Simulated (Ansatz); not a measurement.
C2H6SSi, SMILES `CC([SiH3])=S`, relaxed with RKS PBE-D4/def2-SVP in the Gaussian-basis code of Ansatz from a rough embedded geometry. The force threshold is 0.03 eV/Å; the program also tests the step.

Charge 0, multiplicity 1.

Start:

```xyz
10

C     1.040   -0.779    0.580
C     0.559    0.388   -0.188
Si   -1.260    0.531   -0.462
S     1.493    1.487   -0.864
H     1.095   -1.685   -0.040
H     2.140   -0.598    0.941
H     0.470   -0.971    1.497
H    -1.679    0.423   -1.871
H    -1.860    1.797    0.170
H    -1.998   -0.593    0.237
```

Problem. By how much does the energy fall, and how many steps does the optimiser take? (An estimate is asked.)

Solution. The calculation gave: 27.32 kJ/mol, in 7 steps.

Problem. Which bonds change most? (Estimate.)

Solution. The calculation gave: C2–Si3 from 1.846 to 1.915 Å; C1–H6 from 1.172 to 1.108 Å; C2–S4 from 1.593 to 1.644 Å; Si3–H9 from 1.536 to 1.501 Å.

Problem. Give the relaxed structure. (An estimate is asked.)

Solution. Computed: 
```xyz
10

C     1.123   -0.784    0.602
C     0.543    0.382   -0.138
Si   -1.341    0.495   -0.461
S     1.446    1.621   -0.732
H     0.868   -1.734    0.079
H     2.223   -0.703    0.705
H     0.657   -0.871    1.609
H    -1.576    0.448   -1.944
H    -1.855    1.792    0.094
H    -2.090   -0.646    0.186
```
